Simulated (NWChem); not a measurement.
System: SeCl$_{2}$, triplet; SMILES of the neutral closed-shell parent Cl[Se]Cl

Excerpt of the output:

```
             Northwest Computational Chemistry Package (NWChem) 7.3.0
             --------------------------------------------------------

 C2V symmetry detected

                             Geometry "geometry" -> ""
                             -------------------------

 Output coordinates in angstroms (scale by  1.889725989 to convert to a.u.)

  No.       Tag          Charge          X              Y              Z
 ---- ---------------- ---------- -------------- -------------- --------------
    1 Se                  34.0000     0.00000000     0.00000000     0.27600166
    2 Cl                  17.0000    -2.20247171     0.00000000    -0.27600166
    3 Cl                  17.0000     2.20247171     0.00000000    -0.27600166

 Effective nuclear repulsion energy (a.u.)     304.1321197455

      Symmetry information
      --------------------

 Group name             C2v
 Group number             16
 Group order               4
 No. of unique centers     2

                                 NWChem DFT Module
                                 -----------------

 Summary of "ao basis" -> "ao basis" (spherical)
 ------------------------------------------------------------------------------
       Tag                 Description            Shells   Functions and Types
 ---------------- ------------------------------  ------  ---------------------
 Se                         def2-svp                12       32   5s4p3d
 Cl                         def2-svp                 8       18   4s3p1d

      Symmetry analysis of basis
      --------------------------

        a1         28
        a2          8
        b1         20
        b2         12

            General Information
            -------------------
          SCF calculation type: DFT
          Wavefunction type:  spin polarized.
          No. of atoms     :     3
          No. of electrons :    68
           Alpha electrons :    35
            Beta electrons :    33
          Charge           :     0
          Spin multiplicity:     3
          Use of symmetry is: on ; symmetry adaption is: on
          Maximum number of iterations: 150
          AO basis - number of functions:    68
                     number of shells:    28
          Convergence on energy requested:  1.00D-06
          Convergence on density requested:  1.00D-05
          Convergence on gradient requested:  5.00D-04

              XC Information
              --------------
                      r^2SCAN Method XC Functional
               r^2SCAN metaGGA Exchange Functional  1.000
                     r^2SCAN Correlation Potential  1.000

             Grid Information
             ----------------
          Grid used for XC integration:  medium
          Radial quadrature: Mura-Knowles
          Angular quadrature: Lebedev.
          Tag              B.-S. Rad. Rad. Pts. Rad. Cut. Ang. Pts.
          ---              ---------- --------- --------- ---------
          Se                  1.15      112           7.0       590
          Cl                  1.00       88          11.0       590
          Grid pruning is: on
          Number of quadrature shells:   200
          Spatial weights used:  Erf1

      Superposition of Atomic Density Guess
      -------------------------------------

 Sum of atomic energies:       -3318.15882364

      Non-variational initial energy
      ------------------------------

 Total energy =   -3318.193632
 1-e energy   =   -5220.788364
 2-e energy   =    1598.462613
 HOMO         =      -0.226789
 LUMO         =      -0.194115

   Symmetry analysis of molecular orbitals - initial alpha
   -------------------------------------------------------

  Numbering of irreducible representations:

     1 a1          2 a2          3 b1          4 b2

  Orbital symmetries:

     1 a1          2 b1          3 a1          4 a1          5 b1
     6 a1          7 b2          8 b1          9 a1         10 a1
    11 b1         12 a1         13 a1         14 b2         15 b1
    16 a2         17 b1         18 a1         19 b2         20 a1
    21 b1         22 a2         23 a1         24 b2         25 a1
    26 b1         27 a1         28 b1         29 a1         30 b2
    31 a2         32 b1         33 a1         34 b2         35 a1
    36 b1         37 a1         38 b1         39 a2         40 a1
    41 b2         42 a1         43 b1         44 a1         45 b2

   Symmetry analysis of molecular orbitals - initial beta
   ------------------------------------------------------

  Numbering of irreducible representations:

     1 a1          2 a2          3 b1          4 b2

  Orbital symmetries:

     1 a1          2 b1          3 a1          4 a1          5 b1
     6 a1          7 b2          8 b1          9 a1         10 a1
    11 b1         12 a1         13 a1         14 b2         15 b1
    16 a2         17 b1         18 a1         19 b2         20 a1
    21 b1         22 a2         23 a1         24 b2         25 a1
    26 b1         27 a1         28 b1         29 a1         30 b2
    31 a2         32 b1         33 a1         34 b2         35 a1
    36 b1         37 a1         38 b1         39 a2         40 a1
    41 b2         42 a1         43 b1         44 a1         45 b2

     ---------------------------------------------
      Total Density - Mulliken Population Analysis
     ---------------------------------------------

    Atom       Charge   Shell Charges
 -----------   ------   -------------------------------------------------------
    1 Se  34    33.17   2.00  2.00  2.00  1.42  0.56  6.00  5.98  1.30  1.83  8.21  1.75  0.13
    2 Cl  17    17.42   2.00  1.99  1.24  0.73  5.94  2.12  3.38  0.01
    3 Cl  17    17.42   2.00  1.99  1.24  0.73  5.94  2.12  3.38  0.01

     --------------------------------------------
      Spin Density - Mulliken Population Analysis
     --------------------------------------------

    Atom       Charge   Shell Charges
 -----------   ------   -------------------------------------------------------
    1 Se  34     1.54   0.00  0.00  0.00  0.02  0.00  0.00  0.00  0.61  0.90  0.00 -0.00  0.00
    2 Cl  17     0.23   0.00  0.00  0.00 -0.00  0.00  0.10  0.12  0.00
    3 Cl  17     0.23   0.00  0.00  0.00 -0.00  0.00  0.10  0.12  0.00

   convergence    iter        energy       DeltaE   RMS-Dens  Diis-err
 ---------------- ----- ----------------- --------- --------- ---------
 d= 0,ls=0.0,diis     1  -3321.2048896985 -3.63D+03  1.19D-02  1.39D-01
                                                     1.62D-02  1.24D-01
 d= 0,ls=0.0,diis     2  -3320.8868465258  3.18D-01  7.76D-03  5.38D-01
                                                     1.34D-02  5.80D-01
 d= 0,ls=0.0,diis     3  -3321.2709428074 -3.84D-01  1.07D-03  1.83D-02
                                                     1.73D-03  2.04D-02
 d= 0,ls=0.0,diis     4  -3321.2794326163 -8.49D-03  3.67D-04  9.49D-04
                                                     4.10D-04  8.18D-04
 d= 0,ls=0.0,diis     5  -3321.2799675356 -5.35D-04  8.60D-05  2.63D-05
                                                     9.27D-05  2.37D-05
  Resetting Diis
 d= 0,ls=0.0,diis     6  -3321.2799793945 -1.19D-05  2.65D-05  6.23D-06
                                                     4.29D-05  5.31D-06
 d= 0,ls=0.0,diis     7  -3321.2799835644 -4.17D-06  6.80D-06  1.29D-07
                                                     1.39D-05  1.67D-07
 d= 0,ls=0.0,diis     8  -3321.2799835798 -1.55D-08  5.05D-06  1.77D-07
                                                     7.60D-06  1.73D-07

         Total DFT energy =    -3321.279983579803
      One electron energy =    -5218.633753650085
           Coulomb energy =     1736.794083093204
    Exchange-Corr. energy =     -143.572432768384
 Nuclear repulsion energy =      304.132119745463

 Numeric. integr. density =       68.000001309581

                  Occupations of the irreducible representations
                  ----------------------------------------------

                     irrep           alpha         beta
                     --------     --------     --------
                     a1               16.0         15.0
                     a2                3.0          3.0
                     b1               10.0         10.0
                     b2                6.0          5.0

                    DFT Final Alpha Molecular Orbital Analysis
                    ------------------------------------------

 Vector   33  Occ=1.000000D+00  E=-3.033955D-01  Symmetry=a1
              MO Center= -1.2D-14, -3.2D-16, -2.1D-01, r^2= 5.7D+00
   Bfn.  Coefficient  Atom+Function         Bfn.  Coefficient  Atom+Function
  ----- ------------  ---------------      ----- ------------  ---------------
    45      0.347882  2 Cl pz                63      0.347882  3 Cl pz
    43      0.305616  2 Cl px                61     -0.305616  3 Cl px
     4     -0.273695  1 Se s                 42      0.254387  2 Cl pz
    60      0.254387  3 Cl pz                40      0.226379  2 Cl px
    58     -0.226379  3 Cl px                 5     -0.177108  1 Se s

 Vector   34  Occ=1.000000D+00  E=-2.658297D-01  Symmetry=b2
              MO Center= -1.4D-14, -2.5D-14, -1.5D-02, r^2= 4.1D+00
   Bfn.  Coefficient  Atom+Function         Bfn.  Coefficient  Atom+Function
  ----- ------------  ---------------      ----- ------------  ---------------
    13      0.433212  1 Se py                16      0.429064  1 Se py
    44     -0.376793  2 Cl py                62     -0.376793  3 Cl py
    41     -0.267786  2 Cl py                59     -0.267786  3 Cl py
    10     -0.256321  1 Se py                38     -0.154131  2 Cl py
    56     -0.154131  3 Cl py                 7      0.082864  1 Se py

 Vector   35  Occ=1.000000D+00  E=-2.463811D-01  Symmetry=a1
              MO Center= -5.3D-15, -2.1D-16, -7.2D-02, r^2= 4.0D+00
   Bfn.  Coefficient  Atom+Function         Bfn.  Coefficient  Atom+Function
  ----- ------------  ---------------      ----- ------------  ---------------
    17      0.456092  1 Se pz                14      0.431860  1 Se pz
    43      0.315877  2 Cl px                61     -0.315877  3 Cl px
    11     -0.255107  1 Se pz                45     -0.226711  2 Cl pz
    63     -0.226711  3 Cl pz                40      0.216832  2 Cl px
    58     -0.216832  3 Cl px                 4     -0.187726  1 Se s

 Vector   36  Occ=0.000000D+00  E=-8.974590D-02  Symmetry=b1
              MO Center= -6.0D-15, -3.6D-18,  1.2D-01, r^2= 3.9D+00
   Bfn.  Coefficient  Atom+Function         Bfn.  Coefficient  Atom+Function
  ----- ------------  ---------------      ----- ------------  ---------------
    15      0.761703  1 Se px                12      0.549445  1 Se px
    43      0.462788  2 Cl px                61      0.462788  3 Cl px
     9     -0.312817  1 Se px                40      0.231328  2 Cl px
    58      0.231328  3 Cl px                36      0.226939  2 Cl s
    54     -0.226939  3 Cl s                 45      0.182109  2 Cl pz

 Vector   37  Occ=0.000000D+00  E= 1.866962D-01  Symmetry=a1
              MO Center=  2.4D-14,  4.7D-16,  2.1D-01, r^2= 3.1D+00
   Bfn.  Coefficient  Atom+Function         Bfn.  Coefficient  Atom+Function
  ----- ------------  ---------------      ----- ------------  ---------------
     5     -1.980956  1 Se s                  4      1.899195  1 Se s
     3     -0.487921  1 Se s                 32      0.265054  1 Se d  2
    35      0.153934  2 Cl s                 53      0.153934  3 Cl s
    30     -0.129768  1 Se d  0              43      0.111490  2 Cl px
    61     -0.111490  3 Cl px                36      0.091940  2 Cl s

 Vector   38  Occ=0.000000D+00  E= 3.238202D-01  Symmetry=b1
              MO Center=  9.6D-14, -1.5D-15,  2.6D-01, r^2= 2.6D+00
   Bfn.  Coefficient  Atom+Function         Bfn.  Coefficient  Atom+Function
  ----- ------------  ---------------      ----- ------------  ---------------
    31      0.796173  1 Se d  1              15     -0.552827  1 Se px
    12      0.492910  1 Se px                21     -0.200939  1 Se d  1
    50     -0.162906  2 Cl d  2              68      0.162906  3 Cl d  2
     9     -0.153516  1 Se px                48      0.144265  2 Cl d  0
    66     -0.144265  3 Cl d  0              42     -0.116655  2 Cl pz

                     DFT Final Beta Molecular Orbital Analysis
                     -----------------------------------------

 Vector   31  Occ=1.000000D+00  E=-3.045467D-01  Symmetry=a2
              MO Center=  2.3D-14,  9.1D-15, -2.6D-01, r^2= 5.8D+00
   Bfn.  Coefficient  Atom+Function         Bfn.  Coefficient  Atom+Function
  ----- ------------  ---------------      ----- ------------  ---------------
    44      0.466441  2 Cl py                62     -0.466441  3 Cl py
    41      0.331907  2 Cl py                59     -0.331907  3 Cl py
    38      0.195137  2 Cl py                56     -0.195137  3 Cl py
    28     -0.062493  1 Se d -2              18      0.026800  1 Se d -2

 Vector   32  Occ=1.000000D+00  E=-3.042628D-01  Symmetry=b1
              MO Center= -1.2D-14, -9.3D-15, -2.6D-01, r^2= 5.8D+00
   Bfn.  Coefficient  Atom+Function         Bfn.  Coefficient  Atom+Function
  ----- ------------  ---------------      ----- ------------  ---------------
    45      0.441657  2 Cl pz                63     -0.441657  3 Cl pz
    42      0.316521  2 Cl pz                60     -0.316521  3 Cl pz
    39      0.185787  2 Cl pz                57     -0.185787  3 Cl pz
    43     -0.149448  2 Cl px                61     -0.149448  3 Cl px
    40     -0.102720  2 Cl px                58     -0.102720  3 Cl px

 Vector   33  Occ=1.000000D+00  E=-2.899064D-01  Symmetry=a1
              MO Center= -3.8D-15, -3.3D-16, -1.6D-01, r^2= 5.6D+00
   Bfn.  Coefficient  Atom+Function         Bfn.  Coefficient  Atom+Function
  ----- ------------  ---------------      ----- ------------  ---------------
    45     -0.337514  2 Cl pz                63     -0.337514  3 Cl pz
     4      0.320427  1 Se s                 43     -0.309730  2 Cl px
    61      0.309730  3 Cl px                42     -0.243788  2 Cl pz
    60     -0.243788  3 Cl pz                40     -0.225217  2 Cl px
    58      0.225217  3 Cl px                 3     -0.202669  1 Se s

 Vector   34  Occ=0.000000D+00  E=-2.104483D-01  Symmetry=b2
              MO Center= -2.5D-14, -1.5D-17,  1.2D-01, r^2= 3.2D+00
   Bfn.  Coefficient  Atom+Function         Bfn.  Coefficient  Atom+Function
  ----- ------------  ---------------      ----- ------------  ---------------
    16      0.525726  1 Se py                13      0.489392  1 Se py
    44     -0.303262  2 Cl py                62     -0.303262  3 Cl py
    10     -0.296232  1 Se py                41     -0.211918  2 Cl py
    59     -0.211918  3 Cl py                38     -0.121094  2 Cl py
    56     -0.121094  3 Cl py                 7      0.095846  1 Se py

 Vector   35  Occ=0.000000D+00  E=-1.876576D-01  Symmetry=a1
              MO Center=  3.8D-16, -2.9D-16, -3.2D-02, r^2= 3.5D+00
   Bfn.  Coefficient  Atom+Function         Bfn.  Coefficient  Atom+Function
  ----- ------------  ---------------      ----- ------------  ---------------
    17      0.518207  1 Se pz                14      0.453599  1 Se pz
    43      0.304337  2 Cl px                61     -0.304337  3 Cl px
    11     -0.273818  1 Se pz                 4     -0.232536  1 Se s
    40      0.203788  2 Cl px                58     -0.203788  3 Cl px
    45     -0.177209  2 Cl pz                63     -0.177209  3 Cl pz

[...]
```

Level: r2SCAN/def2-SVP, spin-unrestricted. In the optimisation the excess spin sits in a' and a" (Cs, its own frame). All runs use the structure optimised with PBE0/def2-SVP, spin-unrestricted. The spin multiplicity was typed, not searched, and may not be the lowest. No stability test was run on the SCF state.

Q: Which NWChem input produces such a log?

A: Several could match; the one computed here: the input that was run:
```
start job
memory heap 200 mb stack 900 mb global 1100 mb
geometry units angstroms noautoz
  Se     0.106266     0.033406     0.000000
  Cl    -0.896784    -2.003688     0.000000
  Cl     0.029995     2.302657     0.000000
end
basis spherical
  * library def2-svp
end
dft
  odft
  mult 3
  xc r2scan
  iterations 150
  mulliken
end
task dft energy
```
